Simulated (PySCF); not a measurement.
## $^{19}$F chemical shifts

Method: shielding tensors at PBE0/pcSseg-1 (GIAO), GFN2-xTB geometry, in PySCF 2.14 (one computed conformer, non-relativistic Hamiltonian, averaged over atoms made equivalent by symmetry, fast rotation or ring inversion, isolated molecule).

Shieldings were converted by a linear fit to measured shifts: $^{19}$F (scatter 6.0 ppm rms, 7.0 ppm with the 5 outliers that the fit left out vs CFCl3, solution or neat liquid, with a term for F on sp3 carbon). Occasional misses reach two or three times the rms, and more in compound classes unlike the fitted ones.

Question: Give the $^{19}$F shifts of `C=C[Si@@H](C(=C)O[SiH3])C(F)F`, `O=C(CC(F)(F)F)O[SiH3]`, `CO[C@@H]1O[SiH2]O[C@]1(C)CF`, `CCO[Si@@H](O)O[C@@H]1C[C@@H]1F`.

Answer: 
| compound | environment | δ (ppm) |
| --- | --- | --- |
| [CH2:1]=[CH:2][Si@@H:3]([C:4](=[CH2:5])[O:6][SiH3:7])[CH:8]([F:9])[F:10] | F9: fluorine of a CF2 group | -127.8 |
| [CH2:1]=[CH:2][Si@@H:3]([C:4](=[CH2:5])[O:6][SiH3:7])[CH:8]([F:9])[F:10] | F10: fluorine of a CF2 group | -135.7 |
| O=C(CC(F)(F)F)O[SiH3] | fluorine of a CF3 group (×3) | -65.7 |
| CO[C@@H]1O[SiH2]O[C@]1(C)CF | fluorine on an sp3 carbon | -231.0 |
| CCO[Si@@H](O)O[C@@H]1C[C@@H]1F | fluorine on an sp3 carbon | -221.1 |

Question: Match the shifts -68.6, -77.2, -167.7, -190.9, -225.6 ppm to `C[C@@H](CF)[C@@H](O[SiH3])C(=O)O`, `C=C1C=C/C1=C(/C)C(F)(F)F`, `CCOC(C)(C)C(F)(F)F`, `CC[C@H](F)C(=O)Cl`, `C#C[C@@]1(Cl)[SiH2]C[SiH2][C@H]1F`.

Answer: -68.6: C=C1C=C/C1=C(/C)C(F)(F)F (fluorine of a CF3 group); -77.2: CCOC(C)(C)C(F)(F)F (fluorine of a CF3 group); -167.7: CC[C@H](F)C(=O)Cl (fluorine on an sp3 carbon); -190.9: C#C[C@@]1(Cl)[SiH2]C[SiH2][C@H]1F (fluorine on an sp3 carbon); -225.6: C[C@@H](CF)[C@@H](O[SiH3])C(=O)O (fluorine on an sp3 carbon).
